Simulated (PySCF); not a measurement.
NMR data simulated for an unnamed compound:

1H NMR (500 MHz, computed): δ 12.02 (br s, 1H), 9.18 (s, 1H), 7.80 (d, 1H), 7.73 (m, 1H), 7.63 (m, 1H), 7.61 (m, 1H).

13C{1H} NMR (computed): δ 166.3 (CH), 147.7 (C), 137.5 (CH), 137.3 (CH), 133.2 (C), 132.0 (CH), 129.9 (CH).

[PySCF 2.14.0 with density-fitted response routines: structure optimised with GFN2-xTB; GIAO PBE0/pcSseg-1 shieldings; relativity neglected; one computed conformer; gas phase]

References, each an isolated molecule treated in the same way: 1H and 13C vs TMS.

**Question.** Which of these does the molecule contain: an ester, a CH3CH2 unit, an S-methyl group, an NH or NH2 group, a benzene ring?

**Answer.** 
- An ester: no.
- A CH3CH2 unit: no.
- An S-methyl group: no.
- An NH or NH2 group: yes (δH 12.02 (br s)).
- A benzene ring: yes.

The data belong to `InChI=1S/C7H6ClN/c8-7-4-2-1-3-6(7)5-9/h1-5,9H/b9-5-`; they needn't prove each group on their own.

Carbon signals by region: 1 in the far downfield region (above 160 ppm), 6 in the sp2 and nitrile region (100–160 ppm). Above 160 ppm: 166.3, C=N carbon.

OH and NH positions are those of a molecule without intermolecular hydrogen bonds; in solution they move with solvent, concentration and temperature, and exchange usually removes their couplings. Carbons that carry Cl, above all several Cl atoms, come out too deshielded, partly because spin–orbit coupling is missing. Shifts are as computed. Against solution values, carbons near 30 ppm lie about +3 ppm off and those near 130 ppm about +5 ppm; carbons on Cl a further +6 ppm. Of 1211 compounds with measured shifts, 218 miss one by over three times the rms of a fit or turn the order of signals round; such compounds aren't used in these exercises. Multiplicities follow the n + 1 count of equivalent neighbours, as no J values were calculated; m marks all less simple cases, F and P coupling included.
